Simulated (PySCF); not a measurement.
SMILES BC(C)C, CAM-B3LYP/def2-SVP optimised geometry.

```
13

B      0.80    -1.22     0.00
H      2.01    -1.22     0.00
H      0.22    -2.28    -0.11
C      0.01     0.12     0.00
C      0.73     1.34     0.57
C     -1.46     0.05     0.43
H      0.02     0.21    -1.12
H      0.21     2.28     0.31
H      0.77     1.29     1.67
H      1.76     1.41     0.20
H     -1.98    -0.80    -0.04
H     -2.01     0.97     0.17
H     -1.54    -0.08     1.52
```

Density from CAM-B3LYP/def2-TZVP (PySCF) at that geometry.

Minimum of the electron density along straight lines between bonded atoms, close to the bond critical point (lines longer than 1.1 times the sum of covalent radii, or with two minima, are not listed):

| bond | length / Å | ρ at the minimum / e bohr⁻³ | ∇²ρ there / e bohr⁻⁵ | position (fraction from the first atom) |
|---|---|---|---|---|
| B1–H2 | 1.209 | 0.182 | -0.41 | 0.44 |
| B1–H3 | 1.209 | 0.182 | -0.41 | 0.44 |
| B1–C4 | 1.552 | 0.197 | -0.33 | 0.33 |
| C4–C5 | 1.530 | 0.244 | -0.60 | 0.50 |
| C4–C6 | 1.530 | 0.244 | -0.60 | 0.50 |
| C4–H7 | 1.124 | 0.251 | -0.77 | 0.63 |
| C5–H8 | 1.102 | 0.272 | -0.92 | 0.64 |
| C5–H9 | 1.102 | 0.272 | -0.91 | 0.64 |
| C5–H10 | 1.100 | 0.274 | -0.93 | 0.64 |
| C6–H11 | 1.100 | 0.274 | -0.93 | 0.64 |
| C6–H12 | 1.102 | 0.272 | -0.92 | 0.64 |
| C6–H13 | 1.102 | 0.272 | -0.91 | 0.64 |
